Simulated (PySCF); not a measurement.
Compound: C7H12SSi.
Numbering: `[CH3:1][CH:2]([CH3:3])[SiH2:4][c:5]1[cH:6][cH:7][cH:8][s:9]1` (hydrogens: H10, H11, H12 on C1; H13 on C2; H14, H15, H16 on C3; H17, H18 on Si4; H19 on C6; H20 on C7; H21 on C8)

The same species was optimised twice, with GFN2-xTB and with PBE0-D3(BJ)/def2-SVP (PySCF), and the same property calculations (PySCF, gas phase) were run on both structures.

| coordinate | GFN2-xTB | PBE0-D3(BJ)/def2-SVP | change |
| --- | --- | --- | --- |
| C2–Si4 (Å) | 1.912 | 1.894 | -0.018 |
| C5–C6 (Å) | 1.364 | 1.381 | +0.017 |
| C7–C8 (Å) | 1.357 | 1.371 | +0.014 |
| C6–C7 (Å) | 1.411 | 1.422 | +0.011 |
| C5–S9 (Å) | 1.735 | 1.728 | -0.007 |
| Si4–C5 (Å) | 1.875 | 1.869 | -0.006 |
| C8–S9 (Å) | 1.718 | 1.714 | -0.004 |
| C2–C3 (Å) | 1.526 | 1.527 | +0.001 |
| C1–C2 (Å) | 1.528 | 1.528 | 0.000 |
| C1–C2–C3 (°) | 110.2 | 112.2 | +2.0 |
| Si4–C5–S9 (°) | 120.9 | 122.2 | +1.3 |
| C5–S9–C8 (°) | 91.8 | 93.0 | +1.2 |
| C2–Si4–C5 (°) | 109.6 | 110.7 | +1.1 |
| Si4–C5–C6 (°) | 129.0 | 127.9 | -1.1 |
| C1–C2–Si4 (°) | 111.7 | 110.9 | -0.8 |
| C7–C8–S9 (°) | 111.9 | 111.4 | -0.5 |
| C3–C2–Si4 (°) | 111.0 | 111.5 | +0.5 |
| C1–C2–Si4–C5 (°) | -59 | -57 | +2 |
| C2–Si4–C5–C6 (°) | 107 | 111 | +4 |

Rotational constants: A = 2532, B = 628.7, C = 605.8 MHz (GFN2-xTB) against A = 2524, B = 629.1, C = 614.3 MHz (PBE0-D3(BJ)/def2-SVP). Point groups within 0.08 Å: C1 and C1.

On the GFN2-xTB structure: HOMO (eV) -6.89 [PBE0/pcSseg-1]; LUMO (eV) -0.70 [PBE0/pcSseg-1]; dipole (D) 0.75 [PBE0/pcSseg-1]; GIAO shielding of C1/C3 (mean) (ppm) 166.3 [PBE0/pcSseg-1]; GIAO shielding of C2 (ppm) 167.3 [PBE0/pcSseg-1]; GIAO shielding of Si4 (ppm) 386.1 [PBE0/pcSseg-1]; GIAO shielding of C5 (ppm) 44.6 [PBE0/pcSseg-1]; GIAO shielding of C6 (ppm) 45.2 [PBE0/pcSseg-1]; GIAO shielding of C7 (ppm) 55.5 [PBE0/pcSseg-1]; GIAO shielding of C8 (ppm) 44.8 [PBE0/pcSseg-1]; GIAO shielding of S9 (ppm) 243.7 [PBE0/pcSseg-1].

**Question.** What do these properties become on the PBE0-D3(BJ)/def2-SVP structure?

**Answer.** 
| property | level | on GFN2-xTB | on PBE0-D3(BJ)/def2-SVP | change |
| --- | --- | --- | --- | --- |
| HOMO (eV) | PBE0/pcSseg-1 | -6.89 | -6.91 | -0.02 |
| LUMO (eV) | PBE0/pcSseg-1 | -0.70 | -0.77 | -0.07 |
| dipole (D) | PBE0/pcSseg-1 | 0.75 | 0.86 | +0.11 |
| energy, GFN2-xTB geometry as zero (kcal/mol) | PBE0/pcSseg-1 | 0.0 | -1.2 | -1.2 |
| GIAO shielding of C1/C3 (mean) (ppm) | PBE0/pcSseg-1 | 166.3 | 165.0 | -1.3 |
| GIAO shielding of C2 (ppm) | PBE0/pcSseg-1 | 167.3 | 167.8 | +0.5 |
| GIAO shielding of Si4 (ppm) | PBE0/pcSseg-1 | 386.1 | 383.3 | -2.8 |
| GIAO shielding of C5 (ppm) | PBE0/pcSseg-1 | 44.6 | 44.8 | +0.2 |
| GIAO shielding of C6 (ppm) | PBE0/pcSseg-1 | 45.2 | 41.0 | -4.2 |
| GIAO shielding of C7 (ppm) | PBE0/pcSseg-1 | 55.5 | 52.0 | -3.5 |
| GIAO shielding of C8 (ppm) | PBE0/pcSseg-1 | 44.8 | 43.1 | -1.7 |
| GIAO shielding of S9 (ppm) | PBE0/pcSseg-1 | 243.7 | 245.3 | +1.6 |

The heavy atoms differ by 0.068 Å rms after alignment. Among bonds between heavy atoms C2–Si4 and C5–C6 change most and about equally (-0.018 to +0.017 Å). Changes are differences of the printed values. Neither structure is proved a minimum here.

Conformer computed: `[CH3:1][CH:2]([CH3:3])[SiH2:4][c:5]1[cH:6][cH:7][cH:8][s:9]1`: C1–C2–Si4–C5 -57°, C2–Si4–C5–C6 111°.
